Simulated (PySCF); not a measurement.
**Ti²⁺: excitation energy**

Ti²⁺ [Ar] 3d2 (3F) → Ti²⁺ [Ar] 3d1 4p1 (high-spin determinant), as a difference of total energies. All numbers are calculated (PySCF 2.14, the spin-free X2C one-electron Hamiltonian (Gaussian nucleus), in x2c-TZVPPall (6s5p4d2f1g, 64 functions)). Correlated levels: valence and next inner shell: [Ne] frozen. The calculations carry no spin-orbit coupling.

| method | excitation energy (cm⁻¹) |
| --- | --- |
| UHF | 74065 |
| MP2 (valence and next inner shell) | 74968 |
| SCS-MP2 (valence and next inner shell) | 74904 |
| CCSD (valence and next inner shell) | 74625 |
| CCSD(T) (valence and next inner shell) | 74532 |

A first-order spin-orbit estimate (lowest level to lowest level, LS coupling) adds -0.018 eV.

The basis was made for the ground configuration and has no added diffuse functions, so the excitation energy can come out too high.

The determinant of the upper state mixes LS terms, which raises its energy above the lowest term, most at the Hartree-Fock and MP2 levels.
